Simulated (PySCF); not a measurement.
**Dipole moment and polarisability of `N#Cc1cpcs1`**

C₄H₂NPS.
Numbering: `[N:1]#[C:2][c:3]1[cH:4][p:5][cH:6][s:7]1` (hydrogens: H8 on C4; H9 on C6)

Structure used (GFN2-xTB), in Å, numbered top down from 1:
```xyz
9
C4H2NPS angstrom
N      3.1283    0.8061    0.0605
C      2.0123    0.5409    0.0445
C      0.6523    0.2037    0.0207
C      0.1634   -1.0269   -0.3224
P     -1.5810   -1.2490   -0.2888
C     -1.8524    0.3634    0.2135
S     -0.5192    1.4045    0.4510
H      0.8333   -1.8255   -0.6023
H     -2.8235    0.7888    0.3980
```

Level: CAM-B3LYP/def2-SVPD (PySCF), static field, nuclei fixed, core orbitals frozen in the response. The polarisability tensor in these axes (au):

```
x   119.94  12.77   0.14
y    12.77  95.76  11.39
z     0.14  11.39  59.02
```

Problem. What are the eigenvalues, a third of the trace, and Δα (Δα² = ½Σ(αi − αj)² over the three pairs)?

Solution. Principal values 55.59, 93.36 and 125.77 au; mean 91.57 au = 13.57 Å³ = 15.10 × 10⁻⁴⁰ C²·m²/J; Δα = 60.83 au (66 % of the mean).

Problem. What is the dipole moment, and where does it point?

Solution. (-3.55, -0.40, 0.08) D, 3.57 D in size, pointing from the negative to the positive side. Measured along this direction, the outermost atoms are N1 at the negative end and H9 at the positive end.

Problem. In TDDFT the mean static polarisability is Σ f/ω² over all singlet excitations (ω in hartree). How much of it do the 8 lowest give? Their energies (eV) and oscillator strengths: 4.64, 0.1109; 5.16, 0.0372; 5.21, 0.0028; 5.78, 0.0001; 5.98, 0.4072; 6.34, 0.0013; 6.39, 0.0065; 6.50, 0.0564.

Solution. They add up to 14.49 au, 15.8 % of the 91.57 au; the largest single term is 8.43 au, from the state at 5.98 eV. Terms in order: 3.81, 1.03, 0.08, 0.00, 8.43, 0.02, 0.12, 0.99 au. Higher excitations give the rest. The strengths listed sum to 0.622.

Problem. Give the principal axes and the span of the nuclei along them.

Solution. Largest value along (0.91, 0.41, 0.07), where the nuclei span 5.38 Å; middle along (-0.42, 0.86, 0.28), 4.06 Å; least along (0.06, -0.29, 0.96), 0.00 Å. The response follows the extents in order.

Problem. Give the eigenvalues of the traceless quadrupole moment Θ = ½Σq(3rr − r²1), origin at the centre of nuclear charge.

Solution. -15.67, 3.01, 12.66 D·Å. The values depend on the origin, since the dipole doesn't vanish. The electronic extent ⟨r²⟩ about the same centre is 997 bohr², a root-mean-square distance of 2.09 Å for the 64 electrons.

Geometry: GFN2-xTB; no solvent, vibrations or thermal averaging.

The run behind these numbers computed excited states as well. The run took about 60 s of CPU time (one thread, shared machine).
